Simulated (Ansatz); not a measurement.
Stretching the Mg1–H2 bond in CH4Mg (SMILES [CH3][MgH]) (multiplicity 1 held, fragments rigid). Energies count from the point at 1.704 Å.
Geometry at that point (charge 0, multiplicity 1):
```xyz
6

Mg    -0.72812    -0.38871    -0.10749
H     -2.21912    -1.18469    -0.32759
C      1.09920     0.58682     0.16227
H      1.57195     0.30753     1.10856
H      0.98073     1.67440     0.17041
H      1.80863     0.34637    -0.63514
```

Unrestricted levels (U-) break spin symmetry where that is lower. Active spaces are followed from a long bond inwards. Levels need not reach the same state.

Cores are frozen in the correlated methods.

Codes used: Ansatz (a program for electronic structure). Each number belongs to the level named beside it.

Question: Give the energy at R = 5.454 Å at the level U-SCS-MP2/def2-SVPD.

Answer: 288 kJ/mol

Question: What energy at R = 5.454 Å does FIC-MRCISD+Q on CASSCF(2,2)/def2-SVPD give?

Answer: 293 kJ/mol

Doubts at one or more of the structures used: a spin-contaminated determinant (U-SCS-MP2/def2-SVPD).
